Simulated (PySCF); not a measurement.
# Working out the ionisation energy of Cr

Cr [Ar] 3d5 4s1 (7S) → Cr⁺ [Ar] 3d5 (6S). Computed with PySCF 2.14 in ANO-RCC-VTZP, with scalar relativity by spin-free X2C-1e. Frozen: [Ne]. Energies in hartree (1 hartree = 27.21139 eV):

| part | Cr (lower) | Cr⁺ (upper) |
| --- | --- | --- |
| UHF | -1049.654299 | -1049.432873 |
| CCSD correlation | -0.446760 | -0.423408 |
| (T) | -0.011472 | -0.009247 |

Q: What does Hartree-Fock give?

A: (-1049.432873) − (-1049.654299) = 0.221426 hartree = 6.025 eV.

Q: What do CCSD and CCSD(T) give?

A: The CCSD correlation energies differ by 0.023352 hartree = 0.635 eV and the triples by 0.002225 hartree = 0.061 eV, so CCSD gives 6.660 eV and CCSD(T) 6.721 eV.

Measured between the centres of the two terms (NIST): 6.767 eV, so CCSD(T) (valence and next inner shell) is off by -0.046 eV.

What remains against the reference includes basis incompleteness, the frozen core and higher excitations.
